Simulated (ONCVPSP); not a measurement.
## Potentials for nitrogen (N) compared

Generated with ld1.x 7.5 (TM, RRKJ, ultrasoft, PAW), atompaw 4.2 or ONCVPSP 4.0.1. The cutoff is in Ry: for ld1.x and atompaw files where the sum of valence levels is converged to 10 mRy in a Bessel basis, for ONCV files where the hardest occupied wave has 1 mHa per electron of residual kinetic energy. The error is the largest all-electron minus pseudo excitation energy over each file’s own four to seven test configurations (ionisations up to +4, promotions, holes and added fractions of an electron), all of which were solved. The labels leave out finer settings (local radius, basis sizes, second energies), which also bear on the numbers. Spin-polarised tests are not counted. The rows are a selection from randomly drawn settings: files with unsolved tests, undetermined cutoffs or missed reference levels are left out.

| potential | cutoff (Ry) | largest error (meV) | bound ghosts |
| --- | --- | --- | --- |
| ONCV, PBEsol, scalar-relativistic, rc 0.85/2.45 (sp), local smoothed, core correction no, reference 2s2 2p3, qcut 8.8/6.8, projectors 1/2 | 60 | +3157 | none |
| ONCV, revPBE, scalar-relativistic, rc 0.80/1.70 (sp), local smoothed, core correction no, reference 2s1.5 2p3.5, qcut 8.4/7.5, projectors 1/2 | 59 | +305 | none |
| ONCV, PBEsol, scalar-relativistic, rc 1.00/1.50/1.00 (spd), local d, core correction no, reference 2s1.75 2p3.25, qcut 6.2/10.2/10.8, projectors 3/2/0 | 71 | +138 | none |
| ONCV, PBE, scalar-relativistic, rc 0.90/1.55 (sp), local smoothed, core correction yes, reference 2s2 2p2, qcut 9.3/9.2, projectors 2/3 | 64 | +269 | none |
| ONCV, LDA (Perdew-Zunger), scalar-relativistic, rc 0.70/2.00/2.00 (spd), local s, core correction yes, reference 2s1 2p4, qcut 9.6/7/4.4, projectors 0/3/3 | 60 | +740 | none |
| ONCV, PBEsol, scalar-relativistic, rc 1.05/1.90/1.45 (spd), local smoothed, core correction yes, reference 2s2 2p1.5, qcut 6.9/5.9/5.7, projectors 2/1/2 | 45 | +942 | none |
| ONCV, PBE, scalar-relativistic, rc 0.90/1.40/1.55 (spd), local smoothed, core correction no, reference 2s2 2p3, qcut 9.4/9.2/5.9, projectors 2/2/2 | 62 | +506 | none |
| ONCV, revPBE, scalar-relativistic, rc 0.80/2.30 (sp), local smoothed, core correction yes, reference 2s1.75 2p3.25, qcut 8.3/6, projectors 2/3 | 59 | +906 | none |

**Question.** Fill in the row for N: ONCV, LDA (Perdew-Wang 92), scalar-relativistic, rc 1.05/1.70 (sp), local smoothed, core correction yes, reference 2s1.75 2p3.25, qcut 6.6/9, projectors 2/1.

**Answer.** cutoff 52 Ry, largest error +163 meV, bound ghosts: none.
